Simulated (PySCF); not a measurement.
# Ca⁺ (calcium, charge +1) across methods

[Ar] 4p1, 2P determinant (an excited configuration). Calculation: PySCF 2.14, in x2c-TZVPPall with one added diffuse shell each of s, p, d type (7s6p4d, 45 functions); scalar relativity by spin-free X2C-1e.

```json
{"method": "r2SCAN", "E (hartree)": "-680.078", "mean ε 3p α (eV)": "-36.837", "mean ε 3p β (eV)": "-36.788", "mean ε 4p α (eV)": "-7.004", "Σ⟨r²⟩ (bohr²)": "36.73", "⟨S²⟩": "0.750"}
{"method": "BHandHLYP", "E (hartree)": "-680.125", "mean ε 3p α (eV)": "-40.624", "mean ε 3p β (eV)": "-40.528", "mean ε 4p α (eV)": "-7.753", "Σ⟨r²⟩ (bohr²)": "37.06", "⟨S²⟩": "0.750"}
{"method": "UHF", "E (hartree)": "-679.32333", "mean ε 3p α (eV)": "-44.413", "mean ε 3p β (eV)": "-44.275", "mean ε 4p α (eV)": "-8.424", "Σ⟨r²⟩ (bohr²)": "38.82", "⟨S²⟩": "0.750"}
{"method": "wB97M-V", "E (hartree)": "-680.065", "mean ε 3p α (eV)": "-40.947", "mean ε 3p β (eV)": "-40.856", "mean ε 4p α (eV)": "-8.243", "Σ⟨r²⟩ (bohr²)": "37.50", "⟨S²⟩": "0.750"}
{"method": "M06-2X", "E (hartree)": "-680.128", "mean ε 3p α (eV)": "-40.529", "mean ε 3p β (eV)": "-40.488", "mean ε 4p α (eV)": "-7.796", "Σ⟨r²⟩ (bohr²)": "36.60", "⟨S²⟩": "0.750"}
{"method": "PBE0", "E (hartree)": "-679.940", "mean ε 3p α (eV)": "-38.459", "mean ε 3p β (eV)": "-38.368", "mean ε 4p α (eV)": "-7.478", "Σ⟨r²⟩ (bohr²)": "36.82", "⟨S²⟩": "0.750"}
{"method": "r2SCAN0", "E (hartree)": "-680.074", "mean ε 3p α (eV)": "-38.944", "mean ε 3p β (eV)": "-38.872", "mean ε 4p α (eV)": "-7.423", "Σ⟨r²⟩ (bohr²)": "36.93", "⟨S²⟩": "0.750"}
{"method": "PBE", "E (hartree)": "-679.897", "mean ε 3p α (eV)": "-36.083", "mean ε 3p β (eV)": "-36.005", "mean ε 4p α (eV)": "-7.036", "Σ⟨r²⟩ (bohr²)": "36.48", "⟨S²⟩": "0.750"}
{"method": "LDA", "E (hartree)": "-678.237", "mean ε 3p α (eV)": "-36.115", "mean ε 3p β (eV)": "-36.036", "mean ε 4p α (eV)": "-6.964", "Σ⟨r²⟩ (bohr²)": "36.29", "⟨S²⟩": "0.750"}
```
